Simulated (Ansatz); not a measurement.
```yaml
crystal:
  periodic: [false, false, false]
  atoms:
    - {symbol: F, position_ang: [-1.537561, 0.802315, -0.760513]}
    - {symbol: Zn, position_ang: [-0.129629, 0.046071, -0.066538]}
    - {symbol: Br, position_ang: [1.656289, -0.913186, 0.813752]}
basis:
  gaussian: {orbitals: cc-pVTZ, final_grid: {core_spheres: 1, valence_spheres: 1, degree: 1}}
hamiltonian: {xc: {name: r2SCAN}}
```

```sh
$ ansatz run in.yaml --threads 4 --pin off --events-out ev --progress --plain --max-ram 10444MiB
```

It prints (some lines left out):

```
Functional definition: r2SCAN
1030 factors; their error is unknown
mean field evaluation 1: about -121182.4305 eV, gradient 6.0e1 eV
mean field evaluation 2: about -121130.3395 eV, gradient 2.0e2 eV
mean field evaluation 4: about -121186.7665 eV, gradient 1.8e1 eV
mean field evaluation 8: about -121187.1254 eV, gradient 8.5e-2 eV
mean field evaluation 64: about -122048.1439 eV, gradient 3.2e-1 eV
a density is far from that of the atoms, so the factors are made again for it
1268 factors; integrals over basis functions are off by at most 1.7e-4 eV
mean field -122042.80195027 eV, -4484.9902480902 hartree, gradient 1.8e-5 eV, S^2 0.000000; 0 other end points of the search recorded, 0 dependent functions left out
reference -122042.80195040 eV, -4484.9902480950 hartree; 37, 37 occupied and 104, 104 virtual orbitals, 1268 factors
Total energy: -122042.80195040 eV, -4484.9902480950 hartree
```

Task: What is wrong with this run?

Result: The integration grid is far too coarse. The run converged. The result belongs to that input, not to the molecule as meant.
